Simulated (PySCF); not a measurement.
Problem. Give a PBE0/def2-SVP geometry of InChI=1S/C5H4BrO/c6-5-1-3-7-4-2-5/h1-4H/q+1. (Charge +1.)

Solution. 
```xyz
11
C5H4BrO angstrom
Br    -2.148   -1.681   -1.166
C     -0.819   -0.639   -0.447
C     -1.048    0.720   -0.155
C     -0.020    1.449    0.381
O      1.160    0.907    0.624
C      1.408   -0.364    0.361
C      0.451   -1.185   -0.177
H     -2.012    1.196   -0.345
H     -0.067    2.506    0.652
H      2.427   -0.661    0.616
H      0.686   -2.231   -0.383
```

Orientation and origin are arbitrary. Atoms count from 1 in this order. C4 (aromatic CH next to a ring oxygen) is planar (angles 125.5°, 121.6° and 112.9°, sum 360.0°, 0.00 Å off the plane of its three neighbours). The 6-membered ring C2–C3–C4–O5–C6–C7 has internal angles of 118.2° to 121.7°; it is planar, 0.00 Å rms from its mean plane, widest ring torsion 0°. C2 (aromatic C–Br carbon) is planar (angles 120.7°, 120.6° and 118.7°, sum 360.0°, 0.00 Å off the plane of its three neighbours). The 4 C–C bonds span 1.370 Å (C6–C7, aromatic) to 1.409 Å (C2–C3, aromatic), a spread of 0.039 Å.

Bonds between heavy atoms (Å): Br1–C2 1.835, C2–C3 1.409, C3–C4 1.370, C4–O5 1.322, O5–C6 1.321, C6–C7 1.370, C2–C7 1.409.

Theory: PySCF 2.14.0, PBE0/def2-SVP geometry optimisation, gas phase.

Point group: C2v (every atom within 0.08 Å of its image). Stationary, but not proved a minimum. Geometry: PBE0/def2-SVP; no solvent, vibrations or thermal averaging.
